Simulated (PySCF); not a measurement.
A GIAO shielding run with PySCF 2.14.0 with density-fitted response routines (density fitting, non-relativistic, gas phase) on SMILES C[C@@](CF)(CCl)C[SiH2]Cl, C5H11Cl2FSi:

```
$ OMP_NUM_THREADS=1 python probes_run.py task.json out

{"job": {"kind": "nmr", "xc": "PBE0", "basis": "pcSseg-1"}, "charge": 0, "multiplicity": 1}
C     -0.754886    -0.944770    -1.170952
C     -0.515438    -0.106615     0.088140
C     -1.847295     0.527622     0.520265
F     -2.810223    -0.433216     0.712864
C     -0.033513    -1.047524     1.193579
Cl     0.446002    -0.172179     2.667682
C      0.478805     1.026709    -0.184064
Si     2.290800     0.539685    -0.528002
Cl     3.224465     2.226510    -1.119566
H     -1.541909    -1.674299    -0.994015
H     -1.060980    -0.304081    -1.994322
H      0.147824    -1.474344    -1.460379
H     -1.742341     1.062346     1.469125
H     -2.229999     1.202794    -0.250901
H      0.838264    -1.612662     0.866407
H     -0.832074    -1.731717     1.482310
H      0.102108     1.611073    -1.027572
H      0.474621     1.703090     0.674673
H      2.963367     0.044459     0.668124
H      2.397255    -0.432202    -1.616433
```

Hardware: 1 thread of an Arm Neoverse N1, shared host. The job also computes population analyses, field gradients.

**Question.** How large is the calculation?

**Answer.** 98 electrons, 229 basis functions and 1257 auxiliary functions.

**Question.** How long does it take, and how much memory does it need?

**Answer.** 97 s of wall time, with 13 SCF cycles and 4 response iterations; peak memory 1.1 GiB. Times on a shared host scatter by some tens of per cent.
